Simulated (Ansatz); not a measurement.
ClH$_{3}$MoO$_{3}$S (`[OH][Mo]([OH])([OH])(=[S])[Cl]`). Charge 0, multiplicity 1. Mo takes the def2 core potential.

```xyz
9

O     0.319    0.500   -1.714
Mo   -0.194    0.068    0.022
O     0.295   -0.585    1.695
O    -0.944   -1.547   -0.498
S    -1.753    1.387    0.429
Cl    1.879    1.266    0.418
H     1.157    0.944   -1.882
H     1.129   -0.324    2.099
H    -1.888   -1.710   -0.569
```

(1) List the harmonic frequencies (cm⁻¹, unscaled) at PBE0-D4/def2-TZVP in Ansatz. (An estimate is asked.)

(2) Is this a minimum?

(3) Give the ideal-gas thermochemistry at 298.15 K and 1 bar (rigid rotor, harmonic oscillator; point group Cs, symmetry number 1).

(4) Rotational constants (cm⁻¹)?

## Answers

(1) The calculation gave: 63, 72, 183, 208, 239, 253, 267, 316, 331, 389, 398, 575, 612, 664, 689, 738, 739, 830, 3844, 3847, 3884.

(2) Yes, all 21 modes are real.

(3) Zero-point energy 114.5 kJ/mol; H(298) − E = 141.3 kJ/mol; entropy 400.6 J/(mol·K), of which translation 175.8, rotation 121.1, vibration 103.7; G(298) − E = 21.9 kJ/mol. Modes under 100 cm⁻¹ are hindered rotations or soft bends, so the harmonic entropy is rough.

(4) 0.06733, 0.04501, 0.04188.
